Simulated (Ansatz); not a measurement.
CH5ClGeO, SMILES `C[O][GeH2][Cl]` at its PBE0-D4/def2-TZVP geometry, where that method's forces vanish. Total charge 0; spin multiplicity 1.

| atom | x (Å) | y (Å) | z (Å) |
| --- | --- | --- | --- |
| C1 | -0.705 | 1.160 | 0.441 |
| O2 | 0.244 | 0.175 | 0.784 |
| Ge3 | 0.625 | -1.056 | -0.426 |
| Cl4 | 2.106 | -2.281 | 0.502 |
| H5 | -0.810 | 1.832 | 1.295 |
| H6 | -0.388 | 1.758 | -0.424 |
| H7 | -1.691 | 0.729 | 0.223 |
| H8 | 1.233 | -0.402 | -1.676 |
| H9 | -0.615 | -1.916 | -0.718 |

**Question.** For each bond, give half the difference of the two atoms' forces along it (eV/Å; positive pushes the atoms apart) under PBE-D4, r2SCAN-D4, B3LYP-D4, ωB97M-V in def2-TZVPP. (Estimate.)

**Answer.** Computed: 
| bond | length (Å) | PBE-D4 | r2SCAN-D4 | B3LYP-D4 | ωB97M-V |
| --- | --- | --- | --- | --- | --- |
| C1–O2 | 1.410 | 0.25 | 0.32 | 0.26 | 0.27 |
| C1–H5 | 1.092 | 0.11 | -0.05 | -0.12 | -0.12 |
| C1–H6 | 1.098 | 0.07 | -0.07 | -0.08 | -0.10 |
| C1–H7 | 1.098 | 0.07 | -0.07 | -0.08 | -0.10 |
| O2–Ge3 | 1.768 | 0.39 | 0.03 | 0.17 | 0.02 |
| Ge3–Cl4 | 2.134 | 0.19 | 0.04 | 0.24 | 0.06 |
| Ge3–H8 | 1.537 | 0.00 | -0.06 | -0.08 | -0.11 |
| Ge3–H9 | 1.537 | 0.00 | -0.06 | -0.08 | -0.11 |

B3LYP here is the variant with VWN-RPA as its local correlation; programs differ in this.
